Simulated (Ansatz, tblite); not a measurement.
Forces on Cu2Te8 at its PBE0-D4/def2-SVP geometry. Total charge 0; singlet.

In the def2 sets Te takes a core potential; there is no spin–orbit coupling. The xTB rows come from tblite. No other spin state of charge 0 was run. Another isomer (singlet) lies 0.61 eV lower at PBE0-D4/def2-SVP; other spin states weren't run for this one.

GFN1-xTB (tblite), largest force 1.53 eV/Å:

```xyz
10
positions Å, forces eV/Å
Cu    1.765    1.129    0.382    0.254   -0.428   -0.126
Cu   -0.319    1.028   -1.141   -0.215    0.150   -0.110
Te   -2.115    1.144    1.682    0.596    0.404   -0.356
Te    1.790   -1.328    1.300   -0.185    0.377   -0.976
Te   -2.622    0.220   -1.966   -0.093   -0.089    0.036
Te   -1.485   -1.431    1.887    0.488   -0.329   -1.265
Te    3.763   -0.219   -0.501   -1.375   -0.598    0.304
Te   -1.840   -2.122   -0.979    0.931    0.611    1.001
Te   -0.042    2.779    0.719   -0.698   -0.042    0.419
Te    1.105   -1.200   -1.384    0.298   -0.056    1.073
```

GFN2-xTB (tblite), largest force 1.09 eV/Å:

```
Cu 0.808 0.230 0.373
Cu 0.110 0.261 -0.510
Te -0.008 0.441 0.495
Te 0.383 0.118 -0.832
Te -0.438 -0.024 -0.358
Te -0.322 -0.349 -0.981
Te -0.629 -0.359 0.081
Te 0.323 0.078 0.911
Te -0.622 0.115 0.253
Te 0.394 -0.511 0.568
```

PBE-D4/def2-SVP (Ansatz), largest force 0.66 eV/Å:

```
Cu -0.077 -0.094 -0.093
Cu 0.085 -0.056 0.056
Te -0.339 0.092 0.049
Te -0.167 -0.111 0.626
Te -0.086 0.357 -0.101
Te 0.157 -0.266 0.393
Te 0.422 0.235 -0.125
Te -0.046 -0.461 -0.211
Te 0.294 0.243 -0.131
Te -0.243 0.062 -0.463
```
